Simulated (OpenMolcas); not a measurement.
# Predicting a hybrid from its neighbours: AlCl3

AlCl3 has 4 atoms, charge 0, and is taken as a singlet. As SMILES, `Cl[Al](Cl)Cl`. The coordinates come from a PBE0-D4/def2-TZVP relaxation.

The vertical energy of the triplet above the singlet y, in eV, basis 6-311+G(d,p); a is the functional's share of exact exchange. Programs: OpenMolcas 26.06.

| functional | program | a | y (eV) |
| --- | --- | --- | --- |
| BLYP | OpenMolcas | 0 | 5.54 |
| revPBE | OpenMolcas | 0 | 5.60 |
| B3LYP | OpenMolcas | 0.2 | ? |
| PBE0 | OpenMolcas | 0.25 | 6.23 |
| BHLYP | OpenMolcas | 0.5 | 6.81 |

Problem. Fit y = c + s·a to the known rows and predict B3LYP.

Solution. 
1. Means of the 4 rows: a = 0.1875, y = 6.045.
2. Σ(Δa)² = 0.17188, Σ(Δa·Δy) = 0.42875, so the slope is 0.42875/0.17188 = 2.4945.
3. Intercept: 6.045 − (2.4945) × 0.1875 = 5.577. The largest residual of the fit is 0.037.
4. B3LYP: 5.577 + (2.4945) × 0.2 = 6.08 eV.

The run gave 6.07 eV, so the prediction is off by +0.01 eV, within the largest residual. The rows mix families of semi-local functionals, which the line can't see.
